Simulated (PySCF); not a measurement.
A structure optimised at PBE-D3(BJ)/def2-TZVP, used in a PySCF frequency run:

```xyz
3

In     0.0000     0.0000     0.2701
F      0.0000    -1.7176    -0.7353
F      0.0000     1.7176    -0.7353
```
Charge 0, spin multiplicity 2.

Problem. Write its SMILES, formula and point group.

Solution. [F][In][F], F2In, C2v

Problem. What are its rotational constants (standard atomic weights)?

Solution. 17.513, 4.5083, 3.5853 GHz
